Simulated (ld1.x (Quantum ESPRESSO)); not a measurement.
## vanadium, ultrasoft: configuration errors across variants

V, ultrasoft, made with ld1.x (Quantum ESPRESSO) 7.5 (LDA (PZ), scalar-relativistic). Core [Ar], reference 3d3 4s1 4p1. Waves: 4s (bound): rcut 2.10, rcutus 2.50 bohr; 4s channel at 1.75 Ry: rcut 2.10, rcutus 2.50 bohr; 4p (bound): rcut 2.55, rcutus 2.80 bohr; 4p channel at 1.35 Ry: rcut 2.55, rcutus 2.80 bohr; 3d (bound): rcut 1.55, rcutus 2.00 bohr; 3d channel at 0.6 Ry: rcut 1.55, rcutus 2.00 bohr. Local part: all-electron potential smoothed inside 1.55 bohr (lloc = -2). Core correction: none. Augmentation charge: built from norm-conserving waves at rcut, not smoothed further.

All-electron excitation energies from the reference (eV): (1) 3d3 4s2 4p0 -3.409; (2) 3d3 4s1 4p0 4.533; (3) 3d3 4s0 4p0 19.078; (4) 3d3 4s1.5 4p0 -0.229; (5) 3d3 4s0 4p1 8.709; (6) 3d3 4s0 4p2 3.591; (7) 3d3.5 4s1.5 4p0 -3.381; (8) 3d3 4s1 4p1 spin -2.766.

Spin tests fill each open shell by Hund’s rule, majority spin first.

2 further variants failed, have other tests or too few solved ones, and are left out.

A true bound ghost makes a file unfit for plane-wave use even where its test errors are small: the radial tests pick states by their node count and pass the ghost by. Where a test does run into it, the solver fails or the error is huge.

Errors AE − PS in meV (a dash: test not solved or not reliable):

```tsv
change	(1)	(2)	(3)	(4)	(5)	(6)	(7)	(8)	bound ghosts
base	+3.6	-0.2	+44	0.0	+11	+3.8	-19	+3517	none
local potential all-electron potential smoothed inside 2.62 bohr (lloc = -2)	+3.6	-0.2	+44	0.0	+11	+3.8	-20	+3517	none
core correction a·sin(br)/r model core inside 2.48 bohr	+0.8	-2.2	-6.5	-0.5	+0.7	+0.5	-23	+3018	none
waves 3d (bound): rcut 1.48, rcutus 1.56 bohr; 3d channel at 0.6 Ry: rcut 1.48, rcutus 1.56 bohr	+3.9	-0.1	+47	0.0	+12	+4.1	-20	+3535	none
local potential all-electron potential smoothed inside 1.75 bohr (lloc = -1)	+3.6	-0.1	+44	0.0	+11	+3.8	-19	+3517	none
waves 4s (bound): rcut 2.10, rcutus 3.14 bohr; 4s channel at 1.75 Ry: rcut 2.10, rcutus 3.14 bohr	+3.7	+0.2	+44	0.0	+11	+3.8	-19	+3517	none
```

Give the same row for: type RRKJ; waves now 4s (bound): rc 2.50 bohr; 4p (bound): rc 2.80 bohr; 3d (bound): rc 2.00 bohr; local potential the d channel; rho0 0.005.

+4.0, +0.6, +56, -0.5, –, +3.5, -28, +3363; bound ghosts: s, p. Not counted: 3d3 4s0 4p1 (solver errors, printed error -142 eV).
